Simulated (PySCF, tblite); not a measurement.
Species: C8H16Si.
Atom-mapped SMILES: `[CH2:1]=[C:2]([CH3:3])[C@@:4]1([CH3:5])[CH2:6][CH2:7][CH2:8][SiH2:9]1` (hydrogens: H10, H11 on C1; H12, H13, H14 on C3; H15, H16, H17 on C5; H18, H19 on C6; H20, H21 on C7; H22, H23 on C8; H24, H25 on Si9)

Cartesian coordinates in Å at the GFN2-xTB level; atoms count from 1:
```
atom  x, y, z in Å
C1     2.0507   -0.4859    1.4442
C2     1.5589    0.0170    0.3210
C3     2.4478    0.8242   -0.5849
C4     0.1482   -0.1802   -0.1654
C5     0.1991   -0.9411   -1.4981
C6    -0.7462   -0.9458    0.8249
C7    -2.2133   -0.6920    0.4882
C8    -2.4192    0.8217    0.3909
Si9   -0.8078    1.4814   -0.3755
H10    1.4862   -1.1047    2.1177
H11    3.0721   -0.2999    1.7348
H12    1.8968    1.6394   -1.0497
H13    3.2867    1.2372   -0.0304
H14    2.8513    0.1931   -1.3765
H15    0.7111   -1.8947   -1.3664
H16   -0.8030   -1.1414   -1.8693
H17    0.7254   -0.3707   -2.2585
H18   -0.5198   -2.0145    0.8147
H19   -0.5674   -0.5670    1.8330
H20   -2.4652   -1.1605   -0.4649
H21   -2.8623   -1.1337    1.2482
H22   -2.5576    1.2361    1.3899
H23   -3.3172    1.0610   -0.1753
H24   -0.2255    2.5791    0.4015
H25   -0.9409    1.8661   -1.7851
```

The calculation used PBE0/pcSseg-1 in PySCF (dipole) on a GFN2-xTB geometry, gas phase.

Masses are those of the commonest isotopes; rigid-rotor values at the optimised geometry. The values belong to one conformer with, in the numbering `[CH2:1]=[C:2]([CH3:3])[C@@:4]1([CH3:5])[CH2:6][CH2:7][CH2:8][SiH2:9]1`, C1–C2–C4–C5 -117°, C2–C4–C6–C7 161°, C4–C6–C7–C8 -52°, C6–C7–C8–Si9 36°, C7–C8–Si9–C4 -11°.

Problem. Give the principal moments of inertia and the rotational constants in cm⁻¹.

Solution. Ia = 240.52, Ib = 466.68, Ic = 526.42 u·Å²; 505379 MHz·u·Å²/I gives 2101, 1083 and 960.0 MHz, that is A = 0.07009, B = 0.03612, C = 0.03202 cm⁻¹.

Problem. What kind of rotor is it?

Solution. An asymmetric top; Ray's κ = -0.785.

Problem. What does the inertial defect say?

Solution. Not planar: Δ = Ic − Ia − Ib = -180.78 u·Å². For a rigid frame Δ = −2 Σ m c², so Σ m c² = 90.39 u·Å² lies off the ab plane: 28.81 from hydrogen and 61.58 from heavier atoms. The atom farthest from that plane is 2.33 Å away.

Problem. Give the other two planar moments, Paa and Pbb, and the rms extents of the mass along the axes.

Solution. Paa = Σ m a² = (Ib + Ic − Ia)/2 = 376.29 and Pbb = Σ m b² = (Ia + Ic − Ib)/2 = 150.13 u·Å². With the mass M = 140.10 u, the rms extents √(P/M) along a, b and c are 1.64, 1.04, 0.80 Å.

Problem. Where do the levels up to J = 4 lie, in MHz?

Solution. Above 0(0,0):
J = 1: 1(0,1) 2043, 1(1,1) 3061, 1(1,0) 3184
J = 2: 2(0,2) 6118, 2(1,2) 7024, 2(1,1) 7393, 2(2,1) 10448, 2(2,0) 10458
J = 3: 3(0,3) 12206, 3(1,3) 12962, 3(1,2) 13699, 3(2,2) 16577, 3(2,1) 16628, 3(3,1) 21981, 3(3,0) 21982
J = 4: 4(0,4) 20277, 4(1,4) 20869, 4(1,3) 22094, 4(2,3) 24740, 4(2,2) 24892, 4(3,2) 30173, 4(3,1) 30176, 4(4,1) 37713, 4(4,0) 37713
The levels of one J sum to (2J + 1)J(J + 1)(A + B + C)/3.

Problem. Predict some low-J microwave lines.

Solution. The dipole components are |μa| = 0.36 D, |μb| = 0.03 D, |μc| = 0.37 D. Intensities carry the squares of the components, which stand as 0.96 : 0.01 : 1.00 (a : b : c). Some lines, for components of 0.1 D or more:

```tsv
type	branch	J(Ka,Kc)	MHz	lower level (cm⁻¹)
a	Q	2(1,1) ← 2(1,2)	369	0.234
c	Q	2(1,2) ← 2(0,2)	906	0.204
c	Q	1(1,1) ← 1(0,1)	1018	0.068
a	R	1(0,1) ← 0(0,0)	2043	0.000
c	Q	2(2,1) ← 2(1,1)	3055	0.247
c	R	1(1,0) ← 0(0,0)	3184	0.000
a	R	2(1,2) ← 1(1,1)	3963	0.102
a	R	2(0,2) ← 1(0,1)	4075	0.068
a	R	2(1,1) ← 1(1,0)	4209	0.106
c	R	2(1,1) ← 1(0,1)	5350	0.068
c	R	2(2,0) ← 1(1,0)	7274	0.106
c	R	2(2,1) ← 1(1,1)	7386	0.102
```

Its GFN2-xTB frequencies are all real (lowest 66 cm⁻¹). Constants of a rigid frame at the computed geometry: no zero-point averaging, no centrifugal distortion. A rigid rotor knows nothing of internal rotation, which can split or shift real lines.
